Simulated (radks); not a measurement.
The table gives one normalised radial function P(r) = r R(r) (large component) of Ni in [Ar] 3d8 4s2 (r in bohr). Method: Dirac Kohn-Sham, exchange-only LDA, spin-unpolarised, spherical densities, finite nucleus; open shells are shared between the two j in proportion to 2j + 1; Fermi nuclear charge, rms radius 3.7757 fm; computed with a radial shooting solver on a logarithmic mesh with Libxc functionals.

| r | P |
|---|---|
| 0.003093 | 0.0000 |
| 0.00406 | 0.0000 |
| 0.005371 | 0.0000 |
| 0.00705 | 0.0001 |
| 0.009254 | 0.0002 |
| 0.01215 | 0.0004 |
| 0.01594 | 0.0008 |
| 0.02093 | 0.0017 |
| 0.02747 | 0.0035 |
| 0.03606 | 0.0074 |
| 0.04771 | 0.0156 |
| 0.06262 | 0.0310 |
| 0.08219 | 0.0597 |
| 0.1079 | 0.1101 |
| 0.1416 | 0.1929 |
| 0.1859 | 0.3175 |
| 0.244 | 0.4847 |
| 0.3202 | 0.6774 |
| 0.4237 | 0.8594 |
| 0.5562 | 0.9639 |
| 0.73 | 0.9580 |
| 0.9582 | 0.8465 |
| 1.258 | 0.6701 |
| 1.651 | 0.4770 |
| 2.167 | 0.3038 |
| 2.844 | 0.1703 |
| 3.763 | 0.0794 |
| 4.94 | 0.0305 |
| 6.484 | 0.0089 |
| 8.511 | 0.0018 |

Which n and l does it have? It may be an empty orbital.

Answer. n = 3, l = 2: the number of nodes gives n - l - 1 = 0, the rise at small r points to l (this Dirac orbital starts outside the nucleus as r^gamma with gamma = sqrt((l + 1)^2 - (Z/c)^2) = 2.99; the j = 5/2 orbital of l + 1 starts with the same power, but with a smaller coefficient, and then steepens), and the extent must fit the shell. The curve is that of 3d5/2; the two j differ most near the nucleus, where j = l - 1/2 has the larger amplitude, and in heavy atoms j = l - 1/2 is also the more compact. 3d5/2: eigenvalue -7.717 eV, 0 radial nodes, <r> = 1.02 bohr, 90 % of the charge inside 1.81 bohr.
